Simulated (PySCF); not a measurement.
**Chromium: a sound run and one with changed settings**

Sound run: Cr [Ar] 3d5 4s1, Cr⁺ [Ar] 3d5. Calculation: PySCF 2.14, in pcseg-2 (6s4p3d2f1g, 56 functions); no relativity, point nucleus. In the sound run the correlated levels freeze [Ar]. The sound run starts from symmetry-adapted Hartree-Fock orbitals and uses a fine grid where one is needed.

Changed run: scalar relativity by spin-free X2C-1e. This setting is unsound on purpose.

```
species  method  sound run (hartree)  changed run (hartree)  converged
     Cr     UHF          -1043.33354            -1048.65242        yes
     Cr    MN15          -1044.54089            -1049.84872        yes
     Cr  M06-2X          -1044.38878            -1049.70473        yes
     Cr     MP2          -1043.42015            -1048.74029        yes
    Cr⁺     UHF          -1043.11583            -1048.43111        yes
    Cr⁺    MN15          -1044.29966            -1049.60274        yes
    Cr⁺  M06-2X          -1044.15086            -1049.46290        yes
    Cr⁺     MP2          -1043.18622            -1048.50212        yes
```

Ionisation energy of Cr:

```tsv
method	sound run (eV)	changed run (eV)
UHF	5.924	6.022
MN15	6.564	6.694
M06-2X	6.474	6.580
MP2	6.366	6.481
SCS-MP2	6.071	6.175
```

Most of the change in total energy is the relativistic energy itself. On top of that the contraction fixes the core shape for the Hamiltonian it was made with, so the changed run is not a good calculation with the other Hamiltonian either.

For comparison, NIST gives 6.767 eV between the lowest levels.
